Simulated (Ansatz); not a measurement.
Species: chloro(trimethyl)germane, C3H9ClGe, charge 0, multiplicity 1. 
Coordinates optimised at B3LYP-D3(BJ)/def2-TZVP (Ansatz, a program for electronic structure):
```xyz
14

C     -0.7630     1.5443    -1.1209
Ge    -0.0561    -0.0714    -0.2732
C      1.6490    -0.6428    -1.0446
C     -1.3708    -1.5186    -0.1955
Cl     0.3730     0.4748     1.8163
H     -0.9988     1.3429    -2.1672
H     -1.6689     1.8681    -0.6102
H     -0.0258     2.3446    -1.0722
H      2.0411    -1.4961    -0.4927
H      1.5078    -0.9300    -2.0878
H      2.3718     0.1704    -0.9963
H     -1.6304    -1.8401    -1.2054
H     -2.2731    -1.1766     0.3097
H     -0.9607    -2.3666     0.3513
```
Charge 0, spin multiplicity 1.

Computed values are from Ansatz. Cores are frozen in the correlated levels unless marked. UHF or UKS for open shells. Spin-orbit coupling is left out. The frozen core is the preceding noble-gas configuration, with the filled d and f shells of earlier blocks. Non-relativistic. CBS(X,Y): correlation extrapolated as X^-3; Hartree-Fock from the larger set. [CCSD(T)-MP2]/basis is that difference in the basis named.

| Quantity | Result |
|---|---|
| atomisation energy De | 5089.9 kJ/mol at CCSD(T)/CBS(def2-TZVPPD,def2-QZVPPD) |
| vertical triplet-singlet gap | 7.87 eV at RI-MP2/CBS(def2-TZVPPD,def2-QZVPPD)+[CCSD(T)-MP2]/def2-TZVPPD |
| total energy | -2654.9491 Eh at CCSD(T)/CBS(def2-TZVPPD,def2-QZVPPD) |
| dipole moment | 2.92 D at CCSD(T)/def2-SVPD |
| T1 diagnostic | 0.009 at CCSD/def2-QZVPPD |
